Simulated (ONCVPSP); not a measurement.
What one change does to a pseudopotential (V (Z = 23), ONCV)

- Element: vanadium (V)
- Generator: ONCVPSP 4.0.1
- Type: optimised norm-conserving Vanderbilt (ONCV)
- Functional: revPBE
- Relativity: scalar-relativistic
- Frozen core: [Ne] 3s2
- Valence charge: 11
- Reference configuration: 3p6 3d3 4s1.5 4p0.5
- Partial waves: 4s: rc 2.75 bohr, ncon 4, nbas 8, qcut 1.9 1/bohr, 2 projectors, debl 2.7 Ha; 3p+4p: rc 2.10 bohr, ncon 3, nbas 6, qcut 7.7 1/bohr, 2 projectors; 3d: rc 1.85 bohr, ncon 4, nbas 9, qcut 6.8 1/bohr, local
- Local potential: the d channel
- Core correction: Teter function, fcfact 5, rcfact 1.65

Change: d: qcut 7.8.

Cutoffs: the cutoffs (Ha) at which the residual kinetic energy of the hardest occupied pseudo-wave falls to 1 and 0.1 mHa per electron; they do not see the model core or the augmentation charge, which bear on the density cutoff. Errors are all-electron minus pseudo energies relative to the spin-unpolarised reference configuration.

Problem. What does the change do?

Solution. The potential gets neither clearly harder nor softer (22 Ha and 61 Ha → 25 Ha and 28 Ha); both files keep a bound ghost (s); of the 3 tests that both files solve, the error grows in 0 and shrinks in 2 by more than 15 % and 0.3 meV (median size 1.1 → 1.0 meV).

| quantity | base | changed |
| --- | --- | --- |
| cutoff, loose | 22 Ha | 25 Ha |
| cutoff, tight | 61 Ha | 28 Ha |
| loose cutoff by channel | s 5.9 Ha, p 18 Ha, d 22 Ha | s 5.9 Ha, p 18 Ha, d 25 Ha |
| bound ghosts | s | s |
| GHOST(+) flags under 300 eV | none | none |
| tests with a reliable result | 3 of 4 | 3 of 4 |
| error for 3p6 3d3 4s2 4p0, meV [ΔE -1.64 eV] | -1.1 | -1.0 |
| error for 3p6 3d3 4s1 4p0, meV [ΔE 6.02 eV] | -0.9 | -0.3 |
| error for 3p6 3d3 4s0 4p0, meV [ΔE 20.17 eV] | +2.9 | +2.3 |
| s: phases at 2.79 bohr within 0.05 rad from the reference energy up to (Ha; the scan ends near 5) | n/a | n/a |
| p: phases at 2.13 bohr within 0.05 rad from the reference energy up to (Ha; the scan ends near 5) | 3.7 | 4.0 |
| d: phases at 1.88 bohr within 0.05 rad from the reference energy up to (Ha; the scan ends near 5) | 0.3 | 0.4 |
| rms error of d²Exc/dni dnj with the model core, mHa | 1.28 | 1.22 |

 A true bound ghost makes a file unfit for plane-wave use even where its test errors are small: the radial tests pick states by their node count and pass the ghost by.
